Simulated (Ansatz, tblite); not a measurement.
Forces on Ge₁₀H₁₄, a cluster with a defect cut from the lattice of germanium (two caps of one atom removed) at its PBE-D4/def2-SVP geometry. The state is a singlet with charge 0.

The xTB rows come from tblite. Single mean-field runs in def2-TZVP are fitted with def2-universal-jkfit.

GFN2-xTB (tblite), largest force 0.43 eV/Å:

```xyz
24
positions Å, forces eV/Å
Ge    1.108    1.720    1.880    0.140   -0.078   -0.001
Ge   -0.664   -1.861    1.675   -0.001    0.000    0.002
Ge   -2.386    1.417    0.156   -0.073   -0.097   -0.106
Ge    0.887    2.500   -2.241    0.063    0.178   -0.160
Ge   -0.951   -1.283   -2.275   -0.150    0.046    0.025
Ge    2.542   -0.978   -0.552    0.063    0.065    0.130
Ge   -1.027    0.537    1.986   -0.066    0.036    0.129
Ge    2.120    1.442   -0.351   -0.170    0.009   -0.108
Ge    0.430   -2.206   -0.484    0.029   -0.142   -0.033
Ge   -1.195    1.153   -1.986    0.186    0.041    0.067
H     2.111    1.184    2.948   -0.280    0.307   -0.125
H     0.877    3.234    2.170    0.163   -0.351    0.082
H     0.229   -2.419    2.822   -0.357    0.017   -0.230
H    -2.025   -2.617    1.712    0.392    0.082    0.140
H    -2.683    2.926    0.412   -0.115   -0.375   -0.054
H    -3.755    0.678    0.056    0.225    0.351    0.123
H    -2.371   -1.925   -2.291    0.398    0.024   -0.171
H    -0.282   -1.585   -3.651   -0.300   -0.028    0.258
H     3.492   -1.413    0.605   -0.107   -0.020   -0.420
H     3.270   -1.277   -1.897   -0.020   -0.003    0.396
H    -1.726    0.813    3.354    0.100   -0.046   -0.194
H     3.542    2.094   -0.234   -0.194   -0.129    0.028
H     0.686   -3.726   -0.732   -0.039    0.215    0.041
H    -2.229    1.591   -3.081    0.112   -0.102    0.180
```

PBE-D4/def2-TZVP (Ansatz), largest force 0.07 eV/Å:

```
Ge 0.027 0.021 0.025
Ge -0.010 -0.029 0.027
Ge -0.039 0.016 -0.008
Ge -0.014 -0.040 0.036
Ge -0.024 -0.013 -0.033
Ge 0.042 -0.007 0.000
Ge -0.004 0.009 0.008
Ge 0.042 0.007 0.017
Ge 0.005 -0.008 -0.009
Ge -0.039 0.000 -0.023
H -0.049 0.024 -0.036
H 0.014 -0.065 -0.008
H -0.044 0.023 -0.052
H 0.064 0.033 0.001
H 0.007 -0.066 -0.011
H 0.054 0.033 0.015
H 0.064 0.016 0.000
H -0.034 0.011 0.058
H -0.040 0.007 -0.051
H -0.027 0.011 0.061
H 0.027 -0.008 -0.053
H -0.060 -0.021 -0.012
H -0.009 0.059 0.008
H 0.049 -0.011 0.042
```

PBE0-D4/def2-TZVP (Ansatz), largest force 0.26 eV/Å:

```
Ge 0.052 0.071 0.034
Ge -0.025 -0.069 0.063
Ge -0.068 0.061 -0.025
Ge -0.053 -0.152 0.135
Ge -0.030 -0.011 -0.090
Ge 0.090 -0.001 -0.030
Ge -0.030 0.027 0.057
Ge 0.159 -0.042 0.142
Ge 0.018 -0.062 -0.025
Ge -0.201 -0.073 -0.037
H -0.171 0.080 -0.175
H 0.032 -0.241 -0.044
H -0.143 0.095 -0.190
H 0.222 0.127 -0.010
H 0.048 -0.240 -0.035
H 0.230 0.113 0.022
H 0.236 0.103 0.013
H -0.104 0.044 0.220
H -0.165 0.068 -0.185
H -0.118 0.043 0.213
H 0.115 -0.049 -0.224
H -0.242 -0.091 -0.043
H -0.043 0.249 0.044
H 0.191 -0.053 0.171
```
